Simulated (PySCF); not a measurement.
**Gas-phase XPS of AlH2(OiPr), computed**

Species: AlH2(OiPr), C3H9AlO.
Geometry (PBE0-D3(BJ)/def2-SVP, Å), atoms numbered from 1 in this order:
```
atom  x, y, z in Å
Al1    0.8994    1.8570   -1.2413
H2     2.2432    2.3954   -1.8774
H3    -0.5092    2.5664   -1.4327
O4     1.0518    0.4426   -0.3159
C5     0.3405   -0.4810    0.4568
C6    -0.2072   -1.5879   -0.4305
C7    -0.7538    0.1943    1.2692
H8     1.0615   -0.9364    1.1629
H9    -0.9505   -1.1814   -1.1361
H10   -0.6957   -2.3732    0.1665
H11    0.6052   -2.0485   -1.0114
H12   -0.3320    0.9963    1.8944
H13   -1.5150    0.6375    0.6060
H14   -1.2577   -0.5248    1.9328
```

Level of theory: PySCF 2.14.0, delta-SCF UKS SCAN, pcX-2 on the ionised atom, pcseg-1 elsewhere, spin-free X2C. Each binding energy is the total energy of the core-ionised species, with the hole localised on one atom, minus that of the ground state; both are solved self-consistently, so orbital relaxation is included.

Give the core binding energies atom by atom.

| atom(s) | bonded to | level | binding energy (eV) | above the level's lowest (eV) | count |
| --- | --- | --- | --- | --- | --- |
| Al1 | O and 2 H | Al 1s | 1567.15 | 0.00 | 1 |
| O4 | C and Al | O 1s | 537.21 | 0.00 | 1 |
| C5 | O, 2 C and H | C 1s | 292.10 | +1.56 | 1 |
| C6/C7 | C and 3 H | C 1s | 290.54 | 0.00 | 2 |

Lowest listed C 1s: C6/C7, bonded to C and 3 H. Highest, 1.56 eV above it: C5, bonded to O, 2 C and H.

Which photon wavelength matches the C 1s of C6/C7 threshold?

λ = hc/E = 12398.42 eV Å / 290.54 eV = 42.674 Å.

Which photon energy gives electrons from C 1s of C6/C7 a kinetic energy of 20 eV, and what is their de Broglie wavelength?

hν = 290.54 + 20 = 310.54 eV, recoil neglected; λ = 12.264 Å/√(E/eV) = 2.74 Å.

Topologically equivalent atoms share the value of their first member; where this conformer doesn't relate them by symmetry, their own values could differ. Geometry: PBE0-D3(BJ)/def2-SVP, one conformer, isolated molecule.

The run took 29 s on one thread, Arm Neoverse V2 (aarch64), shared host, and the process peaked at 0.53 GiB of memory.
